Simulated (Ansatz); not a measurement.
(HZn-mu-F)2 (Zn2H2F2): single points at one geometry.

```yaml
crystal:
  periodic: [false, false, false]
  atoms:
    - {symbol: Zn, position_ang: [1.448280, 0.102752, 0.218775]}
    - {symbol: H, position_ang: [2.944080, 0.210906, 0.444135]}
    - {symbol: F, position_ang: [-0.105024, -0.700227, 1.025720]}
    - {symbol: Zn, position_ang: [-1.448557, -0.102048, -0.217800]}
    - {symbol: H, position_ang: [-2.944812, -0.205777, -0.441511]}
    - {symbol: F, position_ang: [0.106034, 0.694383, -1.029319]}
basis:
  gaussian: {orbitals: def2-TZVPD, initial_orbitals: start.molden}
hamiltonian: {xc: r2scan, dispersion: d4}
scf: {omitted_lower_state_checks: [starts]}
output: {orbitals: {seedname: orbitals}}
```

The file start.molden holds the orbitals of an earlier run on this structure, at another level or in another basis.

```sh
$ ansatz run in.yaml --threads 2 --pin off --events-out ev --progress --plain --max-ram 4352MiB
```

Shortened log:

```
Functional definition: r2SCAN
1424 factors; their error is unknown
mean field evaluation 1: about -102308.0917 eV, gradient 1.4e1 eV
mean field evaluation 2: about -102308.2594 eV, gradient 2.7e-1 eV
mean field evaluation 4: about -102308.1944 eV, gradient 1.3e-1 eV
mean field -102308.19442419 eV, -3759.7567981042 hartree, gradient 6.4e-5 eV, S^2 0.000000; 0 other end points of the search recorded, 0 dependent functions left out
reference -102308.19444150 eV, -3759.7567987402 hartree; 40, 40 occupied and 160, 160 virtual orbitals, 1424 factors
Total energy: -102308.21921386 eV, -3759.7577091078 hartree
Checks for a lower state left out: starts
```

It took 12 s on 2 threads of Arm Neoverse V1 on a shared host.

As the first input, with `gaussian: {orbitals: def2-TZVP, initial_orbitals: start.molden}`, `hamiltonian: {xc: pbe, dispersion: d4}`, `output: {forces: true, orbitals: {seedname: orbitals}}` (abridged; 3.8 s):

```
Functional definition: PBE
mean field -102290.99483782 eV, -3759.1247249633 hartree, gradient 1.6e-5 eV, S^2 0.000000
Total energy: -102291.10189456 eV, -3759.1286592258 hartree
Atom 0 force     0.737653     0.049389     0.108158 eV/Å
Atom 1 force     0.091665     0.007575     0.015300 eV/Å
Atom 2 force    -0.056007    -0.367722     0.545399 eV/Å
Atom 3 force    -0.733386    -0.053753    -0.113284 eV/Å
Atom 4 force    -0.093544    -0.005475    -0.013403 eV/Å
Atom 5 force     0.053619     0.369985    -0.542170 eV/Å
Dipole moment:    -0.000424     0.001021     0.001166 e Å
Checks for a lower state left out: starts
```

First input, but with `gaussian: {orbitals: def2-TZVP, initial_orbitals: start.molden}`, `hamiltonian: {xc: {name: BHLYP}, dispersion: d4}` (abridged; 6.5 s):

```
Functional definition: BHLYP
mean field -102306.72679513 eV, -3759.7028637310 hartree, gradient 4.2e-5 eV, S^2 0.000000
Total energy: -102306.86980228 eV, -3759.7081191468 hartree
Checks for a lower state left out: starts
```

First input, but with `gaussian: {orbitals: def2-TZVP, initial_orbitals: start.molden}`, `correlation: {method: ccsd_t, frozen_orbitals: {F: 1, H: 0, Zn: 9}}` and without the key `hamiltonian` (abridged; 1.7 min):

```
Functional definition: HF
mean field -102201.27072763 eV, -3755.8274247310 hartree, gradient 6.4e-6 eV, S^2 0.000000
20 core orbitals not correlated: weight in the atoms' cores, before any rotation towards them, 1.000 or more for the frozen orbitals, at most 0.000 for the correlated occupied ones
second order -36.96037905 eV of doubles, -0.00000000 eV of singles
cycle   1  -33.98539003 eV  change     3.0e0 eV  update   1.6e-1
cycle   2  -35.08264409 eV  change    -1.1e0 eV  update   5.9e-2
cycle   3  -35.28180160 eV  change   -2.0e-1 eV  update   2.4e-2
cycle   4  -35.23237599 eV  change    4.9e-2 eV  update   7.1e-3
cycle   5  -35.21833531 eV  change    1.4e-2 eV  update   2.6e-3
cycle   6  -35.22244202 eV  change   -4.1e-3 eV  update   7.9e-4
cycle   7  -35.22269529 eV  change   -2.5e-4 eV  update   3.0e-4
cycle   8  -35.22225213 eV  change    4.4e-4 eV  update   1.0e-4
cycle   9  -35.22230699 eV  change   -5.5e-5 eV  update   3.0e-5
cycle  10  -35.22236862 eV  change   -6.2e-5 eV  update   1.3e-5
cycle  11  -35.22233270 eV  change    3.6e-5 eV  update   4.7e-6
perturbative correction -0.86301189 eV, -0.0317151020 hartree
Total energy: -102237.35607222 eV, -3757.1535366851 hartree
Checks for a lower state left out: starts
```

As the first input, with `gaussian: {orbitals: def2-SVP, initial_orbitals: start.molden}`, `hamiltonian: {xc: pbe, dispersion: d4}` (abridged; 1.6 s):

```
Functional definition: PBE
mean field -102269.77182090 eV, -3758.3447934769 hartree, gradient 1.1e-5 eV, S^2 0.000000
Total energy: -102269.87888057 eV, -3758.3487278474 hartree
Checks for a lower state left out: starts
```

As the first input, with `gaussian: {orbitals: def2-TZVP, initial_orbitals: start.molden}`, `hamiltonian: {xc: pbe0, dispersion: d4}`, `output: {forces: true, orbitals: {seedname: orbitals}}` (abridged; 8.5 s):

```
Functional definition: PBE0
mean field -102292.02796535 eV, -3759.1626916996 hartree, gradient 1.8e-5 eV, S^2 0.000000
Total energy: -102292.11799456 eV, -3759.1660002120 hartree
Atom 0 force     0.356447     0.021177     0.049723 eV/Å
Atom 1 force     0.122707     0.009838     0.020078 eV/Å
Atom 2 force    -0.026070    -0.167491     0.252951 eV/Å
Atom 3 force    -0.351718    -0.028125    -0.056669 eV/Å
Atom 4 force    -0.124656    -0.007558    -0.018019 eV/Å
Atom 5 force     0.023290     0.172158    -0.248064 eV/Å
Dipole moment:    -0.000466     0.001159     0.001321 e Å
Checks for a lower state left out: starts
```

The first input with `gaussian: {orbitals: 6-31G}`, `hamiltonian: {xc: {name: B3LYP}, dispersion: d4}` (abridged; 2.2 s):

```
Functional definition: B3LYP
mean field -102292.64672081 eV, -3759.1854305435 hartree, gradient 5.9e-5 eV, S^2 0.000000
Total energy: -102292.82131971 eV, -3759.1918469346 hartree
Checks for a lower state left out: starts
```

Geometry: r2SCAN-D4/def2-SVP.

The 6-31G sets use Cartesian d functions. B3LYP takes the VWN-RPA correlation. Correlated methods freeze 20 core orbitals.
